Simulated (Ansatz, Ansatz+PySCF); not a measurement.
```xyz
5

C     0.0000    0.0000   -0.6187
F     0.0000    0.0000    2.1081
H     0.0000   -1.0360   -0.9966
H    -0.8972    0.5180   -0.9966
H     0.8972    0.5180   -0.9966
```

Basis set: cc-pVDZ (spherical functions). Frozen core: 2 orbitals. Charge 0, multiplicity 1.

Computed with Ansatz (development build ahead of 0.2.0); each method stands on the lowest determinant of its kind that the runs found. Restricted open shells among the atoms or ions are ROHF, correlated in semicanonical orbitals with singles. Restricted functionals stand beside restricted open-shell atoms, which can lie above the unrestricted atoms usual in DFT and then raise those values.

Problem. Give the atomization energy at this shape (free ground-state atoms in the same class of orbitals less the molecule, no zero-point energy) of singlet CH₃F by ωB97X (unrestricted), r²SCAN (unrestricted), ωB97X (restricted), r²SCAN (restricted), PBE0 (unrestricted), PBE (unrestricted), PBE (restricted), PBE0 (restricted), RHF-CCSD(T), RHF-MP2, UHF, RHF.

Solution.

```
               method  atomization energy
 ωB97X (unrestricted)     304.21 kcal/mol
r²SCAN (unrestricted)     312.99 kcal/mol
   ωB97X (restricted)     284.48 kcal/mol
  r²SCAN (restricted)     300.83 kcal/mol
  PBE0 (unrestricted)     307.34 kcal/mol
   PBE (unrestricted)     318.75 kcal/mol
     PBE (restricted)     314.48 kcal/mol
    PBE0 (restricted)     289.58 kcal/mol
          RHF-CCSD(T)     301.26 kcal/mol
              RHF-MP2     265.35 kcal/mol
                  UHF     232.56 kcal/mol
                  RHF     160.52 kcal/mol
```

Caution: the shape is not the minimum. Caution for ωB97X (unrestricted), r²SCAN (unrestricted), ωB97X (restricted), r²SCAN (restricted), PBE0 (unrestricted), PBE (unrestricted), PBE (restricted), PBE0 (restricted): charge can spread falsely over distant fragments. Caution for ωB97X (unrestricted), r²SCAN (unrestricted), PBE0 (unrestricted): the unrestricted determinant is spin contaminated. Caution for ωB97X (restricted), r²SCAN (restricted), PBE0 (restricted), RHF-CCSD(T), RHF-MP2, RHF: an unrestricted determinant lies well below. Caution for RHF-CCSD(T), RHF-MP2: large amplitudes, a single reference is doubtful. Caution for RHF-CCSD(T): the program doubts this total. Caution for UHF: the unrestricted determinant is a mixture of spin states.
